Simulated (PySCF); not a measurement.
Compound: C₈H₆O₂.
Bonds: C1–C2 (double), C2–C3, C3–C4 (double), C4–C5, C5–C6 (double), C6–C7, C7–O8 (double), C7–C9, C9–O10 (double), C3–C9. Hydrogens: H11, H12 on C1; H13 on C2; H14 on C4; H15 on C5; H16 on C6.

NICS = −σ at a ghost point: NICS(0) at the centroid of the ring atoms, NICS(1) 1 Å to either side along the normal of their mean plane, zz for the tensor component along that normal. Level: GIAO PBE0/pcSseg-1 (PySCF, non-relativistic, gas phase) on the GFN2-xTB geometry, one conformer.

Ring bond lengths (Å), with Mayer bond orders in brackets: C3–C4 1.361 (1.61), C4–C5 1.428 (1.16), C5–C6 1.346 (1.68), C6–C7 1.455 (1.09), C7–C9 1.549 (0.87), C9–C3 1.483 (0.92).

Give the NICS values of each ring in ppm.

```tsv
ring	type	NICS(0)	NICS(1), two faces	NICS(1)zz, two faces	rms pucker (Å)	centre to ring atoms, mean (Å)
C3–C4–C5–C6–C7–C9	6-membered carbocycle; formal bonds 2 double, 4 single	11.5	2.8 / 2.8	9.6 / 9.6	0.00	1.44
```

What do they say, and how far can they be read as aromaticity?

- C3–C4–C5–C6–C7–C9: mean NICS(1)zz 9.6 ppm, deshielded. That is too small in size for a clear verdict by the NICS criterion. NICS(0) lies 9 ppm above the mean NICS(1).

How equal are the bonds by HOMA? Use HOMA with the parameters of Krygowski (1993).

- C3–C4–C5–C6–C7–C9: HOMA -0.87 = 1 − EN − GEO, with mean bond length 1.437 Å, EN = α(Ropt − mean)² = 0.619 and GEO = α × variance = 1.254. The geometric and the magnetic index point the same way.

At the second NICS(1) probe listed for ring C3–C4–C5–C6–C7–C9, 1 Å off the ring, what do the in-plane components average?

The isotropic value is a third of the trace: (3 × 2.8 − (9.6))/2 = -0.6 ppm.

The values belong to the conformer `[CH2:1]=[CH:2][C:3]1=[CH:4][CH:5]=[CH:6][C:7](=[O:8])[C:9]1=[O:10]`: C1–C2–C3–C4 180°.
